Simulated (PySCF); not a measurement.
**From computed data to an observable: oscillator strength and radiative lifetime**

Ga(F)(Br)(OH) (BrFGaHO), SMILES [OH][Ga]([F])[Br].

Geometry optimised at PBE0-D3(BJ)/def2-SVP. The structure was generated by enumeration; whether it is a known compound was not checked. The values are those of a single conformer.

TDA-LC-ωPBE/def2-SVPD run with PySCF puts the first singlet state with f over 0.02 at 6.54 eV (vertical), with the transition dipole (-0.391, 0.029, 0.000) in atomic units.

Question: Find the oscillator strength, the wavelength and the radiative lifetime that this transition would have in vacuum if emission retraced absorption.

Answer: 
|μ|² = 0.1537 au, so |μ| = 1.00 D. ΔE = 6.54/27.211 = 0.2403 hartree. f = (2/3) ΔE |μ|² = 0.025 (the program prints 0.025).
λ = 1239.84/6.54 = 190 nm; ν = 52749 cm⁻¹.
Einstein's coefficient A = 0.6670 ν² f s⁻¹ (ν in cm⁻¹) = 4.6e7 s⁻¹, so τ = 1/A = 22 ns. This state is S1. The figure is the radiative limit of this one transition; relaxation, internal conversion, crossing to triplets and a medium change what is measured.
